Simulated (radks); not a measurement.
The numbers below are computed, except where a source is named.
Neutral oxygen, 8 electrons, occupied as [He] 2s1.5 2p4.5 (fractional occupations, a model configuration).

Level of theory: non-relativistic Kohn-Sham, SCAN, spin-unpolarised, spherical densities, point nucleus; meta-GGA in the generalised Kohn-Sham scheme (a radial shooting solver on a logarithmic mesh with Libxc functionals).

Energy parts (eV):
total: -2031.930
kinetic: 2026.025
electron-nucleus: -4823.168
Hartree: 989.442
exchange-correlation: -224.229

Orbitals (lengths in bohr, moments of r in powers of bohr; r(max) is where P^2 peaks; r(90%) holds 90 % of the orbital's charge):
| orbital | occ. | eigenvalue (eV) | r(90%) | <r^2> | r(max) | <r^4> |
|---|---|---|---|---|---|---|
| 1s | 2 | -520.2928 | 0.357 | 0.05373 | 0.1293 | 0.007590 |
| 2s | 1.5 | -25.6191 | 1.83 | 1.572 | 0.8716 | 4.916 |
| 2p | 4.5 | -9.5539 | 2.19 | 2.081 | 0.8257 | 11.37 |

The highest occupied level is 2p at -9.554 eV. The density falls to 0.001 e/bohr^3 at r = 3.29 bohr.
